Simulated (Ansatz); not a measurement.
Stretching the Zn1–Br3 bond in BrHZn (SMILES [ZnH][Br]) (multiplicity 1 held, fragments rigid). Energies count from the point at 2.258 Å.
Geometry at that point (charge 0, multiplicity 1):
```xyz
3

Zn     0.00000     0.00000    -1.17427
H      0.00000     0.00000    -2.69788
Br     0.00000     0.00000     1.08360
```

Signs of static correlation in def2-SVP, with CASSCF(6,4), from Ansatz (a first-principles code) runs.

```json
[
 {"R (Å)": "1.806", "T1 of restricted CCSD": "0.011", "⟨S²⟩ of UHF": "0.000", "largest double amplitude of restricted CCSD": "0.039", "weight of the CASSCF reference in MRCISD": "0.918", "CASSCF natural occupations": "2.00 2.00 1.99 0.01"},
 {"R (Å)": "2.032", "T1 of restricted CCSD": "0.011", "⟨S²⟩ of UHF": "0.000", "largest double amplitude of restricted CCSD": "0.036", "weight of the CASSCF reference in MRCISD": "0.918", "CASSCF natural occupations": "2.00 2.00 1.99 0.01"},
 {"R (Å)": "2.258", "T1 of restricted CCSD": "0.011", "⟨S²⟩ of UHF": "0.000", "largest double amplitude of restricted CCSD": "0.038", "weight of the CASSCF reference in MRCISD": "0.918", "CASSCF natural occupations": "2.00 2.00 1.99 0.01"},
 {"R (Å)": "2.484", "T1 of restricted CCSD": "0.012", "⟨S²⟩ of UHF": "0.000", "largest double amplitude of restricted CCSD": "0.043", "weight of the CASSCF reference in MRCISD": "0.918", "CASSCF natural occupations": "2.00 2.00 1.98 0.02"},
 {"R (Å)": "2.709", "T1 of restricted CCSD": "0.013", "⟨S²⟩ of UHF": "0.000", "largest double amplitude of restricted CCSD": "0.060", "weight of the CASSCF reference in MRCISD": "0.919", "CASSCF natural occupations": "2.00 2.00 1.97 0.03"},
 {"R (Å)": "3.048", "T1 of restricted CCSD": "0.015", "⟨S²⟩ of UHF": "0.000", "largest double amplitude of restricted CCSD": "0.095", "weight of the CASSCF reference in MRCISD": "0.920", "CASSCF natural occupations": "2.00 2.00 1.95 0.05"},
 {"R (Å)": "3.387", "T1 of restricted CCSD": "?", "⟨S²⟩ of UHF": "0.057", "largest double amplitude of restricted CCSD": "0.135", "weight of the CASSCF reference in MRCISD": "0.920", "CASSCF natural occupations": "2.00 2.00 1.92 0.08"},
 {"R (Å)": "3.951", "T1 of restricted CCSD": "0.041", "⟨S²⟩ of UHF": "0.809", "largest double amplitude of restricted CCSD": "0.226", "weight of the CASSCF reference in MRCISD": "0.919", "CASSCF natural occupations": "2.00 2.00 1.78 0.22"},
 {"R (Å)": "4.516", "T1 of restricted CCSD": "0.083", "⟨S²⟩ of UHF": "0.980", "largest double amplitude of restricted CCSD": "0.425", "weight of the CASSCF reference in MRCISD": "0.919", "CASSCF natural occupations": "2.00 2.00 1.45 0.55"},
 {"R (Å)": "5.193", "T1 of restricted CCSD": "0.150", "⟨S²⟩ of UHF": "1.013", "largest double amplitude of restricted CCSD": "?", "weight of the CASSCF reference in MRCISD": "0.919", "CASSCF natural occupations": "2.00 2.00 1.16 0.84"},
 {"R (Å)": "6.096", "T1 of restricted CCSD": "0.191", "⟨S²⟩ of UHF": "1.017", "largest double amplitude of restricted CCSD": "1.325", "weight of the CASSCF reference in MRCISD": "0.919", "CASSCF natural occupations": "2.00 2.00 1.00 1.00"},
 {"R (Å)": "7.225", "T1 of restricted CCSD": "0.189", "⟨S²⟩ of UHF": "1.017", "largest double amplitude of restricted CCSD": "1.397", "weight of the CASSCF reference in MRCISD": "0.919", "CASSCF natural occupations": "2.00 2.00 1.00 1.00"}
]
```

### Question
Complete the blanks.

### Answer

- 3.387, T1 of restricted CCSD: 0.021
- 5.193, largest double amplitude of restricted CCSD: 0.892

Doubts at one or more of the structures used: active orbitals that take no part (SC-NEVPT2 on CASSCF(6,4)/def2-SVP); a restricted determinant that unrestricted orbitals would lower (R-CCSD(T)/def2-SVP); T1 above 0.05 (R-CCSD(T)/def2-SVP, U-CCSD(T)/def2-SVP); other coupled-cluster roots lie near (R-CCSD(T)/def2-SVP); a spin-contaminated determinant (U-CCSD(T)/def2-SVP).
